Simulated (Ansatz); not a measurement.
This singlet lies 1.77 eV below the relaxed triplet at the level frozen-core CCSD(T)/aug-cc-pVDZ // PBE0-D3(BJ)/def2-TZVPD (Ansatz, a first-principles code).

Species: CAlClN, SMILES `[C-]#[N+][Al-][Cl]` (lower singlet) (charge -1, multiplicity 1).

**Question.** Give a relaxed geometry from Ansatz with PBE0-D3(BJ)/def2-TZVPD.

**Answer.** the end point of this relaxation (outside a Z-matrix the atoms follow the SMILES, hydrogens last).
Bonded distances (Å): C1–N2 1.170, N2–Al3 1.946, Al3–Cl4 2.266. Angles (°): C1–N2–Al3 166.7, N2–Al3–Cl4 95.6.
